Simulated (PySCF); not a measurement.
A GIAO shielding run with PySCF (density fitting, non-relativistic, gas phase) on SMILES C=C(C)C1=C(F)[Si@@H](OC)C1, C7H11FOSi:

```
$ OMP_NUM_THREADS=1 python probes_run.py task.json out

{"job": {"kind": "nmr", "xc": "PBE0", "basis": "pcSseg-1"}, "charge": 0, "multiplicity": 1}
C     -2.853110    -1.035126     0.594081
C     -2.141474     0.036491     0.239442
C     -2.741521     1.410401     0.200731
C     -0.746594    -0.081444    -0.125805
C      0.166670     0.839759    -0.492967
F     -0.025085     2.177177    -0.617724
Si     1.572493    -0.391246    -0.790902
O      2.793773    -0.508868     0.258797
C      4.030236     0.145872     0.269605
C      0.051852    -1.371632    -0.175646
H     -2.423570    -2.020794     0.623212
H     -3.892122    -0.956907     0.865596
H     -2.204324     2.073946     0.876335
H     -2.660012     1.828271    -0.801466
H     -3.789090     1.384233     0.489239
H      2.010064    -0.510896    -2.179490
H      3.896083     1.218200     0.422458
H      4.560891    -0.011424    -0.671580
H      4.618300    -0.265500     1.090188
H     -0.368835    -2.093295    -0.871387
H      0.136456    -1.850276     0.796813
```

Hardware: 1 thread of an Arm Neoverse V1, shared host. The job also computes population analyses, field gradients, ring-centre shieldings.

Problem. How large is the calculation?

Solution. 84 electrons, 232 basis functions and 1222 auxiliary functions.

Problem. How long does it take, and how much memory does it need?

Solution. 70 s of wall time, with 15 SCF cycles and 5 response iterations; peak memory 1.1 GiB. Times on a shared host scatter by some tens of per cent.
